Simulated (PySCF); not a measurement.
Species: C₄H₁₁NP₂.
SMILES: `NP1CCPCC1`

Method used: PySCF, TDDFT CAM-B3LYP/def2-SVPD, vertical, gas phase, core orbitals frozen in the response. One conformer (not necessarily the lowest) at the GFN2-xTB geometry, without solvent, vibrations or thermal averaging.

Computed states:

| state | E (eV) | f |
| --- | --- | --- |
| S1 | 5.31 | 0.039 |
| S2 | 5.95 | 0.038 |
| S3 | 6.10 | 0.031 |
| S4 | 6.53 | 0.017 |
| S5 | 6.54 | 0.074 |
| S6 | 6.85 | 0.034 |
| S7 | 6.87 | 0.0085 |
| S8 | 7.08 | 0.107 |

Each state is given a Gaussian of 0.3 eV full width at half maximum, with ε(max) = 2.175×10⁸ f / Δν̃ (Δν̃ the width in cm⁻¹). The width is an assumption, not a result. The curve ends short of the highest state used, and states not computed would add to its high-energy end.

Question: What does the envelope look like, and where are its maxima?

Answer: 
```
λ (nm)  ε (L mol⁻¹ cm⁻¹)
 191.3              7484
 192.4              6297
 193.6              4835
 194.7              3623
 195.9              2665
 197.1              2188
 198.2              2163
 199.4              2499
 200.5              3030
 201.7              3720
 202.9              4393
 204.0              4896
 205.2              5242
 206.3              5332
 207.5              5170
 208.6              4803
 209.8              4216
 211.0              3511
 212.1              2833
 213.3              2130
 214.4              1565
 215.6              1067
 216.8               701
 217.9               476
 219.1               339
 220.2               303
 221.4               355
 222.5               484
 223.7               715
 224.9              1038
 226.0              1406
 227.2              1864
 228.3              2305
 229.5              2765
 230.7              3153
 231.8              3406
 233.0              3539
 234.1              3518
 235.3              3349
 236.4              3080
 237.6              2698
 238.8              2269
 239.9              1869
 241.1              1457
 242.2              1122
 243.4               814
 244.6               571
 245.7               399
 246.9               262
 248.0               173
 249.2               107
 250.4                64
 251.5                39
 252.7                22
 253.8                13
 255.0                 7
```

Maxima: 233 nm (5.31 eV), ε about 3500, made up of S1 (100%); 206 nm (6.01 eV), ε about 5300, made up of S2 (57%) and S3 (43%) (ε in L mol⁻¹ cm⁻¹; maxima over ε = 5, shares over 10%). At its high-energy end, 6.48 eV, the curve is still rising (ε about 7500, from S4 and S5).

Question: Coming from long wavelengths, where does ε first pass 100 L mol⁻¹ cm⁻¹?

Answer: At about 249 nm (4.97 eV), 0.34 eV below S1.

Question: On this curve, what absorbance would a 10⁻³ mol/L sample give at 248 nm over a 1 cm path?

Answer: 248 nm is 4.999 eV, where ε is about 170 L mol⁻¹ cm⁻¹, so A = ε c l ≈ 0.17 (Beer–Lambert, with the gas-phase spectrum and the assumed width).

Question: What would ε be at 6.01 eV, the highest of these maxima, with half the width (0.15 eV)?

Answer: About 6800 L mol⁻¹ cm⁻¹ against 5330, a factor of about 1.3; a lone state at its own centre would give exactly 2.
